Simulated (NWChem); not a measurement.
System: hydrogen bromide (HBr); SMILES Br

Output (shortened):

```
             Northwest Computational Chemistry Package (NWChem) 7.3.0
             --------------------------------------------------------

 ORDER OF PRIMARY AXIS IS BEING SET TO 4
 C4V symmetry detected

                             Geometry "geometry" -> ""
                             -------------------------

 Output coordinates in angstroms (scale by  1.889725989 to convert to a.u.)

  No.       Tag          Charge          X              Y              Z
 ---- ---------------- ---------- -------------- -------------- --------------
    1 Br                  35.0000     0.00000000     0.00000000     0.03951019
    2 H                    1.0000     0.00000000     0.00000000    -1.38285681

 Effective nuclear repulsion energy (a.u.)      13.0213958247

      Symmetry information
      --------------------

 Group name             C4v
 Group number             18
 Group order               8
 No. of unique centers     2

  xc_inp: hfexch multiplicative factor not found.

                                 NWChem DFT Module
                                 -----------------

 Summary of "ao basis" -> "ao basis" (spherical)
 ------------------------------------------------------------------------------
       Tag                 Description            Shells   Functions and Types
 ---------------- ------------------------------  ------  ---------------------
 Br                       aug-pcseg-1               14       36   6s5p3d
 H                        aug-pcseg-1                5        9   3s2p

      Symmetry analysis of basis
      --------------------------

        a1         19
        a2          0
        b1          3
        b2          3
        e          20

            General Information
            -------------------
          SCF calculation type: DFT
          Wavefunction type:  closed shell.
          No. of atoms     :     2
          No. of electrons :    36
           Alpha electrons :    18
            Beta electrons :    18
          Charge           :     0
          Spin multiplicity:     1
          Use of symmetry is: on ; symmetry adaption is: on
          Maximum number of iterations: 150
          AO basis - number of functions:    45
                     number of shells:    19
          Convergence on energy requested:  1.00D-06
          Convergence on density requested:  1.00D-05
          Convergence on gradient requested:  5.00D-04

              XC Information
              --------------
                     Hartree-Fock (Exact) Exchange  1.000

      Superposition of Atomic Density Guess
      -------------------------------------

 Sum of atomic energies:       -2572.57075905

      Non-variational initial energy
      ------------------------------

 Total energy =   -2572.642751
 1-e energy   =   -3607.403423
 2-e energy   =    1021.739276
 HOMO         =      -0.408127
 LUMO         =       0.018942

      Symmetry analysis of molecular orbitals - initial
      -------------------------------------------------

 !! scf_movecs_sym_adapt:    6 vectors were symmetry contaminated

  Symmetry fudging

 !! scf_movecs_sym_adapt:    6 vectors were symmetry contaminated

  Numbering of irreducible representations:

     1 a1          2 a2          3 b1          4 b2          5 e

  Orbital symmetries:

     1 a1          2 a1          3 a1          4 e           5 e
     6 a1          7 a1          8 e           9 e          10 a1
    11 e          12 e          13 b2         14 b1         15 a1
    16 a1         17 e          18 e          19 a1         20 a1
    21 a1         22 e          23 e          24 a1         25 e
    26 e          27 b1         28 b2

     ---------------------------------------------
      Total Density - Mulliken Population Analysis
     ---------------------------------------------

    Atom       Charge   Shell Charges
 -----------   ------   -------------------------------------------------------
    1 Br  35    35.52   2.00  2.00  2.00  1.19  0.77  0.01  6.00  6.00  2.28  3.13  0.11 10.01 -0.00  0.01
    2 H    1     0.48   0.52 -0.04 -0.02  0.02 -0.00

 !! scf_movecs_sym_adapt:    6 vectors were symmetry contaminated

  Symmetry fudging

 !! scf_movecs_sym_adapt:    6 vectors were symmetry contaminated

   convergence    iter        energy       DeltaE   RMS-Dens  Diis-err
 ---------------- ----- ----------------- --------- --------- ---------
 d= 0,ls=0.0,diis     1  -2572.6568705196 -2.59D+03  6.20D-03  6.42D-02

 !! scf_movecs_sym_adapt:    6 vectors were symmetry contaminated

  Symmetry fudging

 !! scf_movecs_sym_adapt:    2 vectors were symmetry contaminated

 d= 0,ls=0.0,diis     2  -2572.6698448432 -1.30D-02  1.89D-03  7.27D-03

 !! scf_movecs_sym_adapt:    6 vectors were symmetry contaminated

  Symmetry fudging

 !! scf_movecs_sym_adapt:    4 vectors were symmetry contaminated

 d= 0,ls=0.0,diis     3  -2572.6711187985 -1.27D-03  4.92D-04  3.98D-04

 !! scf_movecs_sym_adapt:    6 vectors were symmetry contaminated

  Symmetry fudging

 !! scf_movecs_sym_adapt:    4 vectors were symmetry contaminated

 d= 0,ls=0.0,diis     4  -2572.6712681062 -1.49D-04  1.73D-04  2.68D-05

 !! scf_movecs_sym_adapt:    6 vectors were symmetry contaminated

  Symmetry fudging

 !! scf_movecs_sym_adapt:    4 vectors were symmetry contaminated

 d= 0,ls=0.0,diis     5  -2572.6712795015 -1.14D-05  4.51D-05  1.34D-06

 !! scf_movecs_sym_adapt:    6 vectors were symmetry contaminated

  Symmetry fudging

 !! scf_movecs_sym_adapt:    6 vectors were symmetry contaminated

 d= 0,ls=0.0,diis     6  -2572.6712800916 -5.90D-07  1.31D-05  4.94D-08

 !! scf_movecs_sym_adapt:    4 vectors were symmetry contaminated

  Symmetry fudging

 !! scf_movecs_sym_adapt:    4 vectors were symmetry contaminated

 d= 0,ls=0.0,diis     7  -2572.6712801143 -2.27D-08  1.32D-06  7.32D-10

         Total DFT energy =    -2572.671280114306
      One electron energy =    -3608.365963337438
           Coulomb energy =     1112.581132898469
    Exchange-Corr. energy =      -89.907845500036
 Nuclear repulsion energy =       13.021395824699

 Numeric. integr. density =        0.000000000000

                  Occupations of the irreducible representations
                  ----------------------------------------------

                     irrep           alpha         beta
                     --------     --------     --------
                     a1                8.0          8.0
                     a2                0.0          0.0
                     b1                1.0          1.0
                     b2                1.0          1.0
                     e                 8.0          8.0

                       DFT Final Molecular Orbital Analysis
                       ------------------------------------

 Vector   16  Occ=2.000000D+00  E=-5.858853D-01  Symmetry=a1
              MO Center= -7.9D-19, -1.6D-17, -2.7D-01, r^2= 1.6D+00
   Bfn.  Coefficient  Atom+Function         Bfn.  Coefficient  Atom+Function
  ----- ------------  ---------------      ----- ------------  ---------------
    18      0.434946  1 Br pz                15      0.410299  1 Br pz
    37     -0.373856  2 H  s                 12     -0.289073  1 Br pz
     4      0.257162  1 Br s                  3     -0.216342  1 Br s
     5      0.127145  1 Br s                  9      0.094551  1 Br pz
     6     -0.087604  1 Br s                  2      0.081274  1 Br s

 Vector   17  Occ=2.000000D+00  E=-4.371846D-01  Symmetry=e
              MO Center=  1.9D-16, -9.9D-16,  7.9D-03, r^2= 1.5D+00
   Bfn.  Coefficient  Atom+Function         Bfn.  Coefficient  Atom+Function
  ----- ------------  ---------------      ----- ------------  ---------------
    17      0.610055  1 Br py                14      0.531829  1 Br py
    11     -0.358670  1 Br py                 8      0.116608  1 Br py
    20      0.037030  1 Br py                16      0.027923  1 Br px

 Vector   18  Occ=2.000000D+00  E=-4.371846D-01  Symmetry=e
              MO Center=  5.0D-14, -2.3D-15,  7.9D-03, r^2= 1.5D+00
   Bfn.  Coefficient  Atom+Function         Bfn.  Coefficient  Atom+Function
  ----- ------------  ---------------      ----- ------------  ---------------
    16      0.610055  1 Br px                13      0.531829  1 Br px
    10     -0.358670  1 Br px                 7      0.116608  1 Br px
    19      0.037030  1 Br px                17     -0.027923  1 Br py

 Vector   19  Occ=0.000000D+00  E= 2.900294D-02  Symmetry=a1
              MO Center= -1.8D-15,  2.0D-16, -1.9D+00, r^2= 1.4D+01
   Bfn.  Coefficient  Atom+Function         Bfn.  Coefficient  Atom+Function
  ----- ------------  ---------------      ----- ------------  ---------------
    39      2.301110  2 H  s                  6     -1.867070  1 Br s
    21      0.735751  1 Br pz                38      0.716443  2 H  s
    18      0.292474  1 Br pz                45      0.266719  2 H  pz
     5     -0.183403  1 Br s                  4     -0.140509  1 Br s
     3      0.109080  1 Br s                 34     -0.086733  1 Br d  0

 Vector   20  Occ=0.000000D+00  E= 1.048005D-01  Symmetry=a1
              MO Center= -4.6D-16, -6.0D-15,  9.3D-01, r^2= 9.4D+00
   Bfn.  Coefficient  Atom+Function         Bfn.  Coefficient  Atom+Function
  ----- ------------  ---------------      ----- ------------  ---------------
    21      1.249660  1 Br pz                38      0.890143  2 H  s
     5     -0.498282  1 Br s                  6      0.399886  1 Br s
    39     -0.338250  2 H  s                 45     -0.253279  2 H  pz
    37      0.155087  2 H  s                  3      0.127727  1 Br s
     4     -0.090625  1 Br s                 34     -0.085446  1 Br d  0

 Vector   21  Occ=0.000000D+00  E= 1.232113D-01  Symmetry=e
              MO Center=  1.9D-18,  2.6D-18,  3.0D-01, r^2= 1.1D+01
   Bfn.  Coefficient  Atom+Function         Bfn.  Coefficient  Atom+Function
  ----- ------------  ---------------      ----- ------------  ---------------
    20      1.163097  1 Br py                19      0.853233  1 Br px
    44     -0.366419  2 H  py                17     -0.341266  1 Br py
    43     -0.268800  2 H  px                16     -0.250348  1 Br px
    33     -0.145180  1 Br d -1              35      0.106502  1 Br d  1
    14     -0.096899  1 Br py                11      0.076447  1 Br py

     ---------------------------------------------
      Total Density - Mulliken Population Analysis
     ---------------------------------------------

    Atom       Charge   Shell Charges
 -----------   ------   -------------------------------------------------------
    1 Br  35    35.39   2.00  2.00  2.00  1.18  0.80  0.01  6.00  5.99  2.22  3.03  0.10 10.01  0.02  0.02
    2 H    1     0.61   0.67 -0.07 -0.02  0.03  0.01

     -------------------------------------------
      Total Density - Lowdin Population Analysis
     -------------------------------------------

    Atom       Charge   Shell Charges
 -----------   ------   -------------------------------------------------------
    1 Br  35    34.75   2.00  2.00  1.94  0.95  0.64  0.12  5.99  5.80  2.36  2.64  0.26  9.89  0.15  0.02
    2 H    1     1.25   0.56  0.22  0.04  0.06  0.38

     Multipole analysis of the density
     ---------------------------------

     L   x y z        total         alpha         beta         nuclear
     -   - - -        -----         -----         ----         -------
     0   0 0 0     -0.000000    -18.000000    -18.000000     36.000000

     1   1 0 0     -0.000000     -0.000000     -0.000000      0.000000
     1   0 1 0      0.000000      0.000000      0.000000      0.000000
     1   0 0 1     -0.401242     -0.200621     -0.200621     -0.000000

     2   2 0 0    -15.139784     -7.569892     -7.569892      0.000000
     2   1 1 0      0.000000      0.000000      0.000000      0.000000
     2   1 0 1     -0.000000     -0.000000     -0.000000      0.000000
     2   0 2 0    -15.139784     -7.569892     -7.569892      0.000000
     2   0 1 1      0.000000      0.000000      0.000000      0.000000
     2   0 0 2    -11.605173     -9.314603     -9.314603      7.024033

            General Information
            -------------------
          SCF calculation type: DFT
          Wavefunction type:  closed shell.
          No. of atoms     :     2
          No. of electrons :    36
           Alpha electrons :    18
            Beta electrons :    18
          Charge           :     0
          Spin multiplicity:     1
          Use of symmetry is: on ; symmetry adaption is: on
          Maximum number of iterations: 150
          AO basis - number of functions:    45
                     number of shells:    19
          Convergence on energy requested:  1.00D-06
          Convergence on density requested:  1.00D-05
          Convergence on gradient requested:  5.00D-04

              XC Information
              --------------
                     Hartree-Fock (Exact) Exchange  1.000

          Convergence Information
          -----------------------
          Convergence aids based upon iterative change in
          total energy or number of iterations.
          Levelshifting, if invoked, occurs when the
          HOMO/LUMO gap drops below (HL_TOL):  1.00D-02
          DIIS, if invoked, will attempt to extrapolate
          using up to (NFOCK): 10 stored Fock matrices.

                    Damping( 0%)  Levelshifting(0.5)       DIIS
                  --------------- ------------------- ---------------
          dE  on:    start            ASAP                start
          dE off:    2 iters        150 iters           150 iters

                            NWChem DFT Gradient Module
                            --------------------------

  charge          =   0.00
  wavefunction    = closed shell

  Using symmetry

                         DFT ENERGY GRADIENTS

    atom               coordinates                        gradient
                 x          y          z           x          y          z
   1 Br      0.000000   0.000000   0.074663    0.000000   0.000000   0.005693
   2 H       0.000000   0.000000  -2.613220    0.000000   0.000000  -0.005693
```

Level: Hartree-Fock/aug-pcseg-1. The geometry was optimised at PBE0/def2-SVP.

### Question
Which NWChem input produces such a log?

### Answer
This is not unique; one that fits is the input that was run:
```
start job
memory heap 200 mb stack 900 mb global 1100 mb
geometry units angstroms noautoz
  Br     0.000000     0.000000     0.049320
  H      0.000000     0.000000    -1.373047
end
basis spherical
  Br library aug-pcseg-1
  H library aug-pcseg-1
end
dft
  xc hfexch
  iterations 150
  mulliken
end
task dft gradient
```
